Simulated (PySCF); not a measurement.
C6H8Ge.
SMILES: `C#C[C@H]1C=C[CH2][GeH2]1`

The calculation used TDDFT CAM-B3LYP/def2-SVPD, vertical, gas phase, core orbitals frozen in the response (PySCF 2.14.0, density-fitted response routines). Geometry: PBE0-D3(BJ)/def2-SVP; no solvent, vibrations or thermal averaging. Relativistic effects, spin–orbit coupling among them, are left out although an element past zinc is present.

Computed states:

```json
{"state": "S1", "E (eV)": "6.09", "f": "0.0098"}
{"state": "S2", "E (eV)": "6.46", "f": "0.017"}
{"state": "S3", "E (eV)": "6.59", "f": "0.024"}
{"state": "S4", "E (eV)": "6.79", "f": "0.0090"}
{"state": "S5", "E (eV)": "6.83", "f": "0.021"}
{"state": "S6", "E (eV)": "6.97", "f": "0.030"}
{"state": "S7", "E (eV)": "7.15", "f": "0.101"}
{"state": "S8", "E (eV)": "7.20", "f": "0.036"}
{"state": "S9", "E (eV)": "7.41", "f": "0.035"}
{"state": "S10", "E (eV)": "7.46", "f": "0.033"}
```

Each state is given a Gaussian of 0.3 eV full width at half maximum, with ε(max) = 2.175×10⁸ f / Δν̃ (Δν̃ the width in cm⁻¹). The cross-section is σ = 3.8235×10⁻²¹ ε cm², given in Mb (10⁻¹⁸ cm²). The width is an assumption, not a result. The curve ends short of the highest state used, and states not computed would add to its high-energy end.

**Question.** Give the broadened spectrum and its maxima.

**Answer.** 
(λ (nm), σ (Mb)): (180.7, 20.54), (182.4, 17.33), (184.1, 15.20), (185.8, 14.17), (187.5, 13.96), (189.2, 13.67), (190.9, 12.48), (192.6, 10.24), (194.3, 7.54), (196.0, 5.19), (197.7, 3.74), (199.3, 3.27), (201.0, 3.34), (202.7, 3.49), (204.4, 3.34), (206.1, 2.81), (207.8, 2.05), (209.5, 1.30), (211.2, 0.72), (212.9, 0.35), (214.6, 0.15), (216.3, 0.06), (218.0, 0.02), (219.7, 0.01)

Maxima: 203 nm (6.11 eV), ε about 910, made up of S1 (95%) (ε in L mol⁻¹ cm⁻¹; maxima over ε = 5, shares over 10%). At its high-energy end, 6.86 eV, the curve is still rising (ε about 5400, from S4, S5, S6 and S7).

**Question.** What would ε be at 6.11 eV, the highest of these maxima, with half the width (0.15 eV)?

**Answer.** About 1710 L mol⁻¹ cm⁻¹ against 915, a factor of about 1.9; a lone state at its own centre would give exactly 2.

**Question.** Coming from long wavelengths, where does ε first pass 100 L mol⁻¹ cm⁻¹?

**Answer.** At about 213 nm (5.83 eV), 0.27 eV below S1.

**Question.** On this curve, what absorbance would a 10⁻³ mol/L sample give at 193 nm over a 1 cm path?

**Answer.** 193 nm is 6.424 eV, where ε is about 2500 L mol⁻¹ cm⁻¹, so A = ε c l ≈ 2.5 (Beer–Lambert, with the gas-phase spectrum and the assumed width).

All these states lie below the vertical ionisation energy of 9.07 eV (ΔSCF).

Time: 5.7 min; peak memory 1.1 GiB. Hardware: Arm Neoverse V1, one thread, shared host with 32 logical CPUs at a one-minute load of 29.
